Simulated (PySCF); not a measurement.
**Ionisation energy along the 21-electron series**

Calculated with PySCF 2.14 and a two-component X2C-1e Hamiltonian (Gaussian nucleus, no Breit or QED terms), each ion in its own even-tempered basis scaled to its charge; GMP2 freezes [Ne] and drops the highest virtual spinors. Values in eV. NIST values: (m) measured, (s) semi-empirical, (t) theoretical.

```tsv
ion	configuration	GHF (spin-free)	GMP2 (spin-free)	NIST
Mo²¹⁺	[Ar] 3d3	953.27	953.43	953 ± 4 (t)
Ru²³⁺	[Ar] 3d3	1115.4	1115.5	1115 ± 4 (t)
```

(1) Fill in the row of Tc²²⁺.

Results:

(1) configuration: [Ar] 3d3; GHF (spin-free): 1032.8; GMP2 (spin-free): 1032.9; NIST: 1032 ± 4 (t).
